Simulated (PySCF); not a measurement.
## One molecule, a ladder of functionals, a line

Molecule: SMILES O[BH-]1[NH2+][BH2-][NH2+]1, B2H8N2O.

Structure with atom numbers: `[OH:1][BH-:2]1[NH2+:3][BH2-:4][NH2+:5]1`. Hydrogens are named by the atom that carries them. Ha(N3), Ha(B4), Ha(N5) are cis to O1 on the ring; Hb(N3), Hb(B4), Hb(N5) are trans to O1 on the ring.

GIAO shieldings (ppm, equivalent atoms averaged) in PySCF 2.14 on the PBE0-D3(BJ)/def2-SVP geometry, basis pcSseg-2, gas phase, non-relativistic:

| functional | exact exchange (%) | σ(O1) | σ(B2) | σ(B4) | σ(N3/N5) |
| --- | --- | --- | --- | --- | --- |
| BLYP | 0 | 256.1 | 94.9 | 108.3 | 204.6 |
| BP86 | 0 | 260.4 | 97.8 | 111.5 | 210.8 |
| PBE | 0 | 259.1 | 97.4 | 111.3 | 210.1 |
| PBE0 | 25 | 270.6 | 102.9 | 115.8 | 218.4 |
| mPW1PW91 | 25 | 271.2 | 102.8 | 115.5 | 218.0 |
| BHandHLYP | 50 | 276.1 | 105.7 | 117.2 | 219.9 |
| HF | 100 | 289.7 | 115.3 | 125.1 | 230.4 |

Q: Fit each shielding as a line in the percentage of exact exchange.

A: σ(O1) = 260.1 + 0.31 x (rms 2.3 ppm); σ(B2) = 97.1 + 0.18 x (rms 1.1 ppm); σ(B4) = 110.8 + 0.14 x (rms 1.2 ppm); σ(N3/N5) = 209.8 + 0.22 x (rms 2.6 ppm). The functionals also differ in their semilocal parts, which the line can't hold; Hartree–Fock has no correlation at all.

Q: What does the line predict for B3LYP (20 %), and what does the run give?

A: σ(O1): 266.3 predicted, 265.7 computed; σ(B2): 100.7 predicted, 99.5 computed; σ(B4): 113.6 predicted, 112.2 computed; σ(N3/N5): 214.2 predicted, 211.9 computed ppm.
